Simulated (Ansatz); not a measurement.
These are frozen-core CCSD(T)/cc-pVTZ // B3LYP-D3(BJ)/def2-TZVP (Ansatz, an electronic-structure program) values and carry that method's errors.

Ansatz 0.2 input:
```yaml
crystal:
  periodic: [false, false, false]
  atoms:
    - { symbol: C, position_ang: [1.980369, -0.624924, -0.226897] }
    - { symbol: C, position_ang: [0.894249, 0.034471, 0.115334] }
    - { symbol: C, position_ang: [0.112982, 0.683787, 1.170076] }
    - { symbol: C, position_ang: [-0.407372, 0.575853, -0.272079] }
    - { symbol: C, position_ang: [-1.563177, -0.340871, -0.59988] }
    - { symbol: H, position_ang: [2.134567, -0.967931, -1.24353] }
    - { symbol: H, position_ang: [2.757581, -0.847464, 0.495049] }
    - { symbol: H, position_ang: [-0.360891, 0.059987, 1.92095] }
    - { symbol: H, position_ang: [0.422947, 1.658653, 1.529457] }
    - { symbol: H, position_ang: [-0.392484, 1.506832, -0.832664] }
    - { symbol: H, position_ang: [-1.538967, -0.640021, -1.650113] }
    - { symbol: H, position_ang: [-1.519201, -1.248684, 0.004569] }
    - { symbol: H, position_ang: [-2.520605, 0.150312, -0.410272] }
basis:
  gaussian: { orbitals: cc-pVTZ }
correlation:
  method: ccsd_t
```

Output:

```
Functional definition: HF
1473 factors; integrals over basis functions are off by at most 9.9e-4 eV
mean field evaluation 1: about -5274.9861 eV, gradient 3.5e1 eV
mean field evaluation 2: about -5275.2735 eV, gradient 3.5e1 eV
mean field evaluation 4: about -5278.7511 eV, gradient 4.3e0 eV
mean field evaluation 8: about -5278.8090 eV, gradient 2.7e-1 eV
mean field evaluation 16: about -5274.9844 eV, gradient 3.5e1 eV
mean field -5278.80930769 eV, -193.9926639521 hartree, gradient 2.3e-6 eV, S^2 0.000000; 0 other end points of the search recorded, 0 dependent functions left out
5 core orbitals not correlated
reference -5278.80930769 eV, -193.9926639521 hartree; 14, 14 occupied and 243, 243 virtual orbitals, 1473 factors
second order -22.65638047 eV of doubles, -0.00000000 eV of singles
cycle   1  -23.13487973 eV  change   -4.8e-1 eV  update   9.6e-2
cycle   2  -23.71228644 eV  change   -5.8e-1 eV  update   2.8e-2
cycle   3  -23.81072078 eV  change   -9.8e-2 eV  update   1.2e-2
cycle   4  -23.80750058 eV  change    3.2e-3 eV  update   3.2e-3
cycle   5  -23.80891066 eV  change   -1.4e-3 eV  update   1.2e-3
cycle   6  -23.80900993 eV  change   -9.9e-5 eV  update   3.0e-4
cycle   7  -23.80891029 eV  change    1.0e-4 eV  update   9.3e-5
cycle   8  -23.80891881 eV  change   -8.5e-6 eV  update   3.7e-5
cycle   9  -23.80892432 eV  change   -5.5e-6 eV  update   1.2e-5
perturbative correction -1.06316102 eV, -0.0390704467 hartree
Total energy: -5303.68139302 eV, -194.9066962292 hartree
```

Cost: roughly 16 core-minutes.
